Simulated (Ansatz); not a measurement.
`[Cl][GeH]([Cl])[GeH3]` + NH₃ → `[NH2][GeH3]` + `[Cl][GeH2][Cl]` at 400 K and 1 bar (cleavage of the Ge–Ge bond).

Computed with Ansatz on PBE0-D4/def2-TZVP structures; ΔE is electronic, products minus reactants. CCSD(T)/CBS is the MP2 limit (def2-TZVPP, def2-QZVPP) plus CCSD(T) − MP2 in def2-TZVPP, frozen cores. This one scheme is used for every species. For Ge outer-core shells are correlated without core-valence functions, which leaves a few kJ/mol of doubt a bond. Scalar relativity is left out up to krypton.

```tsv
species	CCSD(T)/CBS energy (Eh)	H − E (kJ/mol)	S (J/(mol·K))
`[Cl][GeH]([Cl])[GeH3]`	-5074.27121	124.8	418.0
NH₃	-56.50880	104.2	203.1
`[NH2][GeH3]`	-2133.81884	149.5	296.9
`[Cl][GeH2][Cl]`	-2996.94498	70.8	321.8
```

H − E and S are ideal-gas, rigid-rotor, harmonic terms from PBE0-D4/def2-TZVP. 1 Eh = 2625.50 kJ/mol, R = 8.31446 J/(mol·K).

Q: By hand: ΔE, ΔH, ΔS and ΔG.

A: ΔE = (-2133.81884) + (-2996.94498) − (-5074.27121) − (-56.50880) = 0.01619 Eh = 42.5 kJ/mol. Δ(H − E) = 149.5 + 70.8 − 124.8 − 104.2 = -8.7, so ΔH = 33.8 kJ/mol. ΔS = 296.9 + 321.8 − 418.0 − 203.1 = -2.4 J/(mol·K). ΔG = 33.8 − 400 × (-2.4)/1000 = 34.8 kJ/mol.

Q: By hand: the equilibrium constant, and the temperature at which ΔG would vanish if ΔH and ΔS stayed fixed.

A: log₁₀ K = −ΔG/(RT ln 10) = -4.5. ΔH and −TΔS have one sign here, so there is no such temperature.

The number of gas molecules stays the same, so ΔS is small and ΔH decides. A doubt of 5 kJ/mol in ΔE shifts log₁₀ K by 0.7 here. These are equilibria of isolated gas molecules and say nothing of rates. Largest T1 diagnostic: 0.011 (customary marks: 0.02 for closed shells, 0.045 for open ones).

ΔS is within the doubt of such terms, so its sign, and with it that verdict, could turn.
